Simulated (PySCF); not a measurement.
C3H5FSi, SMILES FC=C=C[SiH3]. Atoms are numbered in the order given.

```xyz
10

F      2.6602     0.1393    -0.6516
C      1.6232     0.8989    -0.2886
C      0.5737     0.4289     0.3412
C     -0.5128    -0.0095     0.9270
Si    -2.0018    -0.6236    -0.0430
H      1.7371     1.9531    -0.5596
H     -0.5492    -0.0242     2.0270
H     -3.2072     0.1831     0.3195
H     -2.2785    -2.0510     0.3030
H     -1.7231    -0.4951    -1.5014
```

Coordinates come from a PBE0-D3(BJ)/def2-SVP optimisation. This is a generated structure with no PubChem entry under its InChIKey; it may be hypothetical.

Level of theory: TDA-PBE/def2-SVPD in PySCF.

Vertical excitations. Gas-phase values at a fixed geometry.

```tsv
state	energy (eV)	λ (nm)	f	main pairs
S1	4.19	296	0.001	HOMO→LUMO 100 %
S2	5.80	214	0.001	HOMO→LUMO+2 99 %
S3	6.21	200	0.001	HOMO→LUMO+1 31 %, HOMO−1→LUMO 30 %, HOMO→LUMO+4 24 %, HOMO−3→LUMO 8 %
S4	6.44	193	0.002	HOMO→LUMO+3 91 %
S5	6.44	192	0.002	HOMO−2→LUMO 88 %
S6	6.58	189	0.005	HOMO−1→LUMO+1 96 %
S7	6.59	188	0.334	HOMO→LUMO+4 40 %, HOMO−1→LUMO 25 %, HOMO−3→LUMO 19 %
S8	6.69	185	0.004	HOMO→LUMO+5 90 %
S9	6.97	178	0.006	HOMO−1→LUMO+2 86 %
S10	7.03	176	0.080	HOMO→LUMO+6 64 %
T1	3.73	332	0	HOMO→LUMO 100 %
T2	4.28	290	0	HOMO−1→LUMO 84 %
T3	4.52	274	0	HOMO→LUMO+1 84 %, HOMO−1→LUMO 13 %
T4	5.68	218	0	HOMO→LUMO+2 100 %
```
Triplets are in the Tamm–Dancoff approximation.
